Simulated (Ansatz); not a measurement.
One change: `[OH][GeH]([F])[SiH2]Cl` becomes `[OH][GeH]([OH])[F]`.

Ansatz, PBE0-D4/def2-TZVP geometries, multiplicity 1. Each molecule was computed in one conformer, which needn't be the lowest.

Scalar relativity is left out up to krypton.

| property | `[OH][GeH]([F])[SiH2]Cl` |
| --- | --- |
| HOMO energy (ωB97M-V/def2-TZVPP) / eV | -10.43 |
| LUMO energy (PBE0/def2-TZVPP) / eV | -1.16 |
| HOMO energy (PBE0/def2-TZVPP) / eV | -8.37 |
| LUMO energy (PBE/def2-TZVPP) / eV | -1.97 |
| HOMO–LUMO gap (ωB97M-V/def2-TZVPP) / eV | 11.09 |
| size of the dipole moment (ωB97M-V/def2-TZVPP) / D | 2.51 |

Q: Give the same properties after the change, and the shifts. (Estimate.)

A: Ansatz gave: 
```
                                          property  `[OH][GeH]([OH])[F]`  shift
             HOMO energy (ωB97M-V/def2-TZVPP) / eV                -11.84  -1.41
                LUMO energy (PBE0/def2-TZVPP) / eV                  0.09   1.25
                HOMO energy (PBE0/def2-TZVPP) / eV                 -9.41  -1.04
                 LUMO energy (PBE/def2-TZVPP) / eV                 -0.91   1.06
           HOMO–LUMO gap (ωB97M-V/def2-TZVPP) / eV                 13.65   2.56
size of the dipole moment (ωB97M-V/def2-TZVPP) / D                  1.11  -1.40
```

With PBE0 the HOMO falls by 1.04 eV and the LUMO rises by 1.25 eV, so the gap widens by about 2.29 eV. PBE moves the HOMO by -0.58 eV and ωB97M-V by -1.41 eV. Dipoles are sizes alone; their direction can turn.
